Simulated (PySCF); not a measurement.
Delta-SCF ions had no search for a lower state. Excitations are Tamm–Dancoff values on a coarser integration grid. The basis has no diffuse functions, so Rydberg states are missing or too high.

Cartesian coordinates (Å):
SMILES: BC(=C)C
```xyz
11

B      1.4716    -0.4965    -0.2177
C      0.0765     0.1202    -0.0022
C      0.0006     1.4570     0.0874
C     -1.1505    -0.7381     0.1026
H      1.6237    -1.6819    -0.3103
H      2.4255     0.2231    -0.2947
H      0.8917     2.0709     0.0110
H     -0.9423     1.9800     0.2384
H     -2.0583    -0.1485     0.2515
H     -1.2785    -1.3429    -0.7997
H     -1.0598    -1.4435     0.9337
```
Charge 0, multiplicity 1.

Task: Estimate the T1 excitation (TDA), dipole moment, vertical ionisation energy (Delta-SCF), S1 oscillator strength and HOMO that PBE0-D4/def2-TZVP run with PySCF returns for this input.

Result: 
The T1 excitation (TDA) is 3.34 eV and the dipole moment comes out as 1.17 D. The vertical ionisation energy (Delta-SCF) is 10.08 eV and the S1 oscillator strength is 0.001. The HOMO comes out as -7.93 eV.
